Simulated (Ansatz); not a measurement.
`Cl[C]1([GeH3])CO1`, 10 atoms. Charge 0, multiplicity 1. Correlated methods include outer-core shells of Ge, which these sets cover unevenly. Scalar relativity is left out up to krypton. All runs use 4 threads of an Arm Neoverse V1 on a shared host. Correlated methods freeze the cores.

(1) How many basis functions does each run have, and how long does it take in Ansatz? RKS ωB97X-V/def2-TZVPP energy; RHF-MP2/def2-QZVPP energy; RKS PBE0-D4/def2-QZVPP energy; RKS PBE0-D4/def2-TZVP frequencies; RHF-CCSD(T)/def2-SVP energy; RKS ωB97M-V/def2-SVP energy; RKS ωB97M-V/def2-QZVPP energy; RHF-CCSD(T)/def2-TZVPP energy; RKS PBE-QIDH (frozen core)/def2-TZVPP energy; RKS PBE0-D4/def2-TZVP relaxation (8 steps); RKS r2SCAN0-D4/def2-TZVPP energy; RKS PBE0-D4/def2-SVP energy. (Best estimate.)

Results:

(1) The calculation gave: Other jobs shared the machine, so times are rough.

| level | job | functions | wall time | peak host memory (GiB) |
| --- | --- | --- | --- | --- |
| RKS PBE0-D4/def2-SVP | energy | 117 | 1.6 s | 0.27 |
| RKS r2SCAN0-D4/def2-TZVPP | energy | 253 | 6.5 s | 0.8 |
| RKS ωB97M-V/def2-SVP | energy | 117 | 6.5 s | 0.4 |
| RKS PBE-QIDH (frozen core)/def2-TZVPP | energy | 253 | 7 s | 0.73 |
| RHF-CCSD(T)/def2-SVP | energy | 117 | 9 s | 0.62 |
| RKS ωB97X-V/def2-TZVPP | energy | 253 | 9 s | 0.92 |
| RKS PBE0-D4/def2-QZVPP | energy | 480 | 12 s | 2.1 |
| RKS ωB97M-V/def2-QZVPP | energy | 480 | 25 s | 2.5 |
| RHF-MP2/def2-QZVPP | energy | 480 | 27 s | 3.2 |
| RKS PBE0-D4/def2-TZVP | relaxation (8 steps) | 208 | 37 s | 0.65 |
| RKS PBE0-D4/def2-TZVP | frequencies | 208 | 3.3 min | 0.65 |
| RHF-CCSD(T)/def2-TZVPP | energy | 253 | 3.7 min | 5.7 |
